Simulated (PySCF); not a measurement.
CdHIS. Atoms are numbered in the order given.

```xyz
4

Cd     0.0104     0.8334     0.0000
I     -0.0050    -1.7813     0.0000
S      0.0650     3.1944     0.0000
H     -1.2762     3.2996     0.0000
```
Charge 0, spin multiplicity 1.

Geometry: B3LYP-D3(BJ)/def2-TZVP. The def2 effective core potentials stand for the cores of Cd, I; spin–orbit coupling is left out. One conformer was computed; it need not be the lowest.

All values below come from M06-2X/def2-TZVPD (PySCF).

Gas-phase values at a fixed geometry.

Computed frontier levels, gap, dipole moment and polarisability:
```json
{
  "highest_occupied_level": "-8.58 eV",
  "lowest_empty_level": "-1.38 eV",
  "orbital_gap": "7.19 eV",
  "dipole_moment": "0.83 D",
  "quadrupole, principal values (traceless, Buckingham form, about the centre of nuclear charge)": "-11.14, 2.23, 8.90 D·Å",
  "mean_static_polarisability": "92.3 bohr³ (13.68 Å³)",
  "polarisability_principal_values": "69.5, 70.4, 137.1 bohr³"
}
```
